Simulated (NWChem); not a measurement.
# CH5NOSi2; SMILES [SiH2]1N=CO[SiH2]1

```xyz
10

C      1.5608    -0.0256     0.0000
N      1.0248    -1.1752     0.0000
Si    -0.7395    -1.2091     0.0000
Si    -0.8019     1.1359     0.0000
O      0.9320     1.1671     0.0000
H      2.6550     0.1101     0.0000
H     -1.2762    -1.8843     1.2164
H     -1.2762    -1.8843    -1.2164
H     -1.2589     1.8631    -1.2179
H     -1.2589     1.8631     1.2179
```
Atoms are numbered in this order, from 1.

Results from NWChem. Medium grid unless said otherwise, to which SCAN and Minnesota functionals are sensitive. All runs use the structure optimised with PBE0/def2-SVP. Total energies of different functionals are on different scales.

```
level                   energy (Ha)  highest occupied level (eV)  orbital gap (eV)  dipole (D)  relative time
----------------------  -----------  ---------------------------  ----------------  ----------  -------------
PBE/def2-TZVP             -749.7043                        -6.13              4.56        1.29              1
B3LYP/def2-TZVP           -750.2411                        -7.14              6.39        1.45              1
Hartree-Fock/def2-TZVP    -748.0868                       -10.30             12.69        1.67              1
r2SCAN/def2-TZVP          -750.0567                        -6.38              5.05        1.34              1
CAM-B3LYP/def2-TZVP       -750.1400                        -8.66              9.08        1.57             20
M06-2X/def2-TZVP          -750.0866                        -8.53              8.75        1.60              1
```

Relative times are rough (shared machine, one core).
